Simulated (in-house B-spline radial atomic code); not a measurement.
Checks on a self-consistent run for the lanthanum ion La⁸⁺, [Kr] 4d10 5s2 5p1. Computed with an all-electron radial atomic-structure program (B-spline basis): Dirac-Hartree-Fock, average of configuration, Fermi nucleus of rms radius 4.855 fm.

```csv
orbital,q,ε (Eh),<1/r>,<r²>,small-component weight
1s1/2,2,-1442.84696,62.0129,0.000853463,0.044434
2s1/2,2,-236.87534,14.6113,0.0135329,0.0096467
2p1/2,2,-223.03082,14.5527,0.00998228,0.0096385
2p3/2,4,-207.79507,13.2416,0.011241,0.0090826
3s1/2,2,-55.37748,5.28122,0.0919421,0.0029583
3p1/2,2,-49.50349,5.18153,0.0871094,0.002887
3p3/2,4,-46.46029,4.85908,0.0945266,0.0027391
3d3/2,4,-36.31741,4.70982,0.0777698,0.0026035
3d5/2,6,-35.67561,4.62735,0.0798846,0.0025592
4s1/2,2,-14.89262,2.16432,0.478081,0.00088485
4p1/2,2,-12.62967,2.05683,0.514104,0.00081816
4p3/2,4,-11.97266,1.95931,0.551917,0.00077639
4d3/2,4,-8.20402,1.75065,0.650312,0.00064281
4d5/2,6,-8.08801,1.72483,0.665844,0.00063
5s1/2,2,-4.99746,0.925571,2.28888,0.00023737
5p1/2,0.33333,-4.39886,0.859643,2.6273,0.00021245
5p3/2,0.66667,-4.26854,0.829485,2.78042,0.00020306
```

Electron-electron repulsion V_ee = 2888.3058 hartree.

(1) What total energy follows from the eigenvalues?

(2) Does the Dirac virial theorem hold?

(3) What diamagnetic shielding (Lamb formula) and susceptibility (Langevin formula) do the radii give?

## Answers

(1) The eigenvalues count the repulsion twice, so E = Σqε - V_ee = -5590.199 - 2888.306 = -8478.505 hartree; the run printed -8478.505.

(2) For a point nucleus E = -2c²Σq·w, with w the small-component weight. Here Σq·w = 0.22573 and c = 137.0360, so the ratio E/(-2c²Σq·w) is 1.000080; the finite nucleus accounts for the departure from 1.

(3) σ = (α²/3)Σq<1/r> = 358.607/(3·137.036²) = 6365.4 ppm, and χ = -0.79199×10⁻⁶·Σq<r²> = -15.61×10⁻⁶ cm³/mol with Σq<r²> = 19.716 bohr². Both are non-relativistic formulas without the paramagnetism of open shells; for so heavy an element the full relativistic shielding is larger by tens of per cent.
